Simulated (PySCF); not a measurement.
SMILES N[SiH2]B (H₆BNSi) (B3LYP/def2-SVP optimised geometry):

```
9

B      1.502    -0.667     0.000
Si    -0.511    -0.667     0.000
N     -1.144     0.958     0.000
H      2.120    -1.640    -0.360
H      2.145     0.266     0.420
H     -0.879    -1.523     1.193
H     -1.099    -1.370    -1.182
H     -2.145     1.110    -0.085
H     -0.740     1.640     0.636
```

Method: B3LYP/def2-TZVP run with PySCF.

Question: What are the frontier orbital energies and the dipole moment?

Answer: HOMO-2 -9.28 eV, HOMO-1 -8.13 eV, HOMO -7.03 eV, LUMO -2.46 eV, LUMO+1 0.21 eV; dipole moment 1.18 D.

Meta-Löwdin charges at B3LYP/def2-TZVP: B1 -0.17, Si2 0.64, N3 -0.73, H4 0.03, H5 0.02, H6 -0.13, H7 -0.11, H8 0.23, H9 0.23.
